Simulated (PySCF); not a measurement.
**Tc⁺ (technetium, charge +1) across methods**

[Kr] 4d4 5s1 5p1, one real determinant (an excited configuration). All numbers are calculated (PySCF 2.14, scalar relativity through the core potential, in def2-TZVPPD with the def2 core potential (28 electrons) (6s4p3d2f1g, 56 functions)). The B2PLYP total includes its PT2 part (frozen core); its orbital energies are those of the SCF part.

```csv
method,E (hartree),mean ε 4d α (eV),mean ε 5s α (eV),mean ε 5p α (eV),Σ⟨r²⟩ (bohr²),⟨S²⟩
TPSSh,-80.1012,-20.110,-14.613,-9.431,47.06,12.001
r2SCAN,-80.1705,-19.887,-14.598,-9.264,46.79,12.001
M06-L,-80.1321,-19.448,-14.086,-8.980,46.69,12.001
M06,-80.0509,-20.803,-14.884,-9.568,47.24,12.000
UHF,-79.60499,-26.017,-17.588,-11.904,47.59,12.003
PBE,-80.1315,-19.363,-14.294,-9.107,47.11,12.000
B2PLYP,-79.9467,-22.836,-15.963,-10.487,47.28,12.001
LDA,-79.9253,-19.357,-14.538,-9.160,47.10,12.000
```

Task: Estimate the same row for PBE0.

Result: E (hartree) = -80.1200; mean ε 4d α (eV) = -21.205; mean ε 5s α (eV) = -15.241; mean ε 5p α (eV) = -9.919; Σ⟨r²⟩ (bohr²) = 47.04; ⟨S²⟩ = 12.001.

⟨L²⟩ = 8.01 against 12 for a pure F term, so this real determinant mixes terms. Energies and moments cover only the electrons outside the core potential.
